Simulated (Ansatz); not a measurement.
HCl3Si, charge -1, doublet, geometry from GFN2-xTB (a state made from the parent by changing its charge; the spin is typed, not shown lowest) (a gas-phase anion, which may not be bound at this level); Ansatz (a first-principles code) with R2SCAN/def2-SV(P).

The Ansatz input:
Ansatz 0.2 input:
```yaml
crystal:
  periodic: [false, false, false]
  atoms:
    - {symbol: Si, position_ang: [0.24470920, 0.27168732, 0.12676686]}
    - {symbol: Cl, position_ang: [-1.09335905, -1.23658447, -0.34820121]}
    - {symbol: Cl, position_ang: [-1.27515476, 1.96775416, 0.22818236]}
    - {symbol: Cl, position_ang: [2.14529555, -0.97049972, -0.07733403]}
    - {symbol: H, position_ang: [0.36878146, 0.26498816, 1.58026276]}
basis:
  gaussian:
    orbitals: def2-SV_P_.json
hamiltonian:
  xc: r2scan
total_charge: -1
magnetization: {spin_polarized: true, initial_magnetization: 1}
```
The basis file holds def2-SV(P) in the JSON format of the Basis Set Exchange.

The log (banner, timings and long lists left out):

```
Functional definition: r2SCAN
831 factors; their error is unknown
mean field evaluation 1: about -45448.3397 eV, gradient 8.7e0 eV
mean field evaluation 2: about -45448.3872 eV, gradient 9.0e0 eV
mean field evaluation 4: about -45448.9087 eV, gradient 5.4e-1 eV
mean field evaluation 8: about -45448.8403 eV, gradient 8.1e-2 eV
mean field evaluation 16: about -45448.8403 eV, gradient 2.1e-5 eV
mean field -45448.84031007 eV, -1670.2140750648 hartree, gradient 2.1e-5 eV, S^2 0.753412; 0 other end points of the search recorded, 0 dependent functions left out
reference -45448.84031738 eV, -1670.2140753333 hartree; 34, 33 occupied and 40, 41 virtual orbitals, 831 factors
Total energy: -45448.84031738 eV, -1670.2140753333 hartree
```
